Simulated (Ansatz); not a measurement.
The lowest singlet and triplet of C4H4 (SMILES C1=CC=C1); geometries from B3LYP-D3(BJ)/def2-TZVP, each state relaxed from the structure named, with no frequency check.
Singlet at the triplet's geometry (charge 0, multiplicity 1):
```xyz
8

C      0.9918    -0.2225     0.0107
C      0.2204     0.9874     0.0992
C     -0.9918     0.2225    -0.0107
C     -0.2204    -0.9874    -0.0992
H      2.0437    -0.4584     0.0221
H      0.4541     2.0346     0.2044
H     -2.0437     0.4584    -0.0221
H     -0.4541    -2.0346    -0.2044
```

A positive gap puts the triplet lower; no zero-point energy. R- takes a restricted singlet. U- takes an unrestricted singlet (broken symmetry where lower, unprojected). The triplet is unrestricted in single-reference levels.

Correlated levels freeze the cores.

Programs: Ansatz (Gaussian orbitals). Each number belongs to the level named beside it.

### Question
One of these levels gives 18.60 kcal/mol for the gap E(singlet) − E(triplet), vertical, at the triplet's geometry. Which?
A) U-PBE/def2-TZVPP (spin-contaminated)
B) R-B2PLYP/def2-TZVPP
C) R-SVWN5/def2-TZVPP
D) R-wB97X-V/def2-TZVPP

### Answer
D, R-wB97X-V/def2-TZVPP. The others give 14.83 (R-SVWN5/def2-TZVPP), -1.67 (U-PBE/def2-TZVPP (spin-contaminated)), 16.41 (R-B2PLYP/def2-TZVPP)

Doubts at one or more of the structures used: a restricted determinant that unrestricted orbitals would lower (R-SVWN5/def2-TZVPP, R-wB97X-V/def2-TZVPP, R-B2PLYP/def2-TZVPP).

Ansatz is a first-principles code.
